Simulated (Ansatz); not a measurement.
Ansatz (an electronic-structure program) input (B2PLYP/def2-TZVPD):

Ansatz 0.2 input:
```yaml
crystal:
  periodic: [false, false, false]
  atoms:
    - {symbol: Si, position_ang: [-0.03443636, -0.00053109, 0.02819264]}
    - {symbol: C, position_ang: [1.73943789, -0.46550955, -0.35199794]}
    - {symbol: N, position_ang: [-0.50229307, -0.88149394, 1.47888616]}
    - {symbol: N, position_ang: [-0.93881532, -0.28989449, -1.40528454]}
    - {symbol: N, position_ang: [-0.33619678, 1.61983438, 0.47956845]}
    - {symbol: H, position_ang: [2.14129991, 0.19222484, -1.12686312]}
    - {symbol: H, position_ang: [2.36723283, -0.36379370, 0.53484854]}
    - {symbol: H, position_ang: [1.82479931, -1.49559148, -0.70728662]}
    - {symbol: H, position_ang: [-0.59465618, -1.88856249, 1.32800378]}
    - {symbol: H, position_ang: [-1.90763345, -0.01868049, -1.46296238]}
    - {symbol: H, position_ang: [-0.72342486, -1.05052475, -2.02932018]}
    - {symbol: H, position_ang: [-0.39355942, 1.88245303, 1.44873394]}
    - {symbol: H, position_ang: [-0.22744027, 2.40384604, -0.14005387]}
basis:
  gaussian:
    orbitals: def2-TZVPD
hamiltonian:
  xc: {name: B2PLYP}
magnetization: {spin_polarized: true, initial_magnetization: 1}
correlation: {electrons: outside_noble_gas}
```

Output:

```
Functional definition: B2PLYP
integrals: 0.85 GiB planned
1812 factors; integrals over basis functions are off by at most 1.4e-3 eV
mean field: 2.36 GiB planned
mean field evaluation 1: about -13491.9788 eV, gradient 5.3e1 eV
mean field evaluation 2: about -13492.0159 eV, gradient 5.3e1 eV
mean field evaluation 4: about -13502.8843 eV, gradient 4.6e0 eV
mean field evaluation 8: about -13502.9885 eV, gradient 2.8e-1 eV
mean field evaluation 16: about -13502.9897 eV, gradient 5.4e-3 eV
mean field evaluation 32: about -13502.3159 eV, gradient 5.6e0 eV
mean field -13502.98974745 eV, -496.2257205634 hartree, gradient 8.4e-6 eV, S^2 0.755158; 2 other end points of the search recorded, 0 dependent functions left out
9 core orbitals not correlated
reference -13502.98994491 eV, -496.2257278200 hartree; 16, 15 occupied and 238, 239 virtual orbitals, 1812 factors
second order -29.04860161 eV of doubles, -0.00000000 eV of singles
Total energy: -13510.83306734 eV, -496.5139572532 hartree
```

It need not be the lowest isomer of its formula.
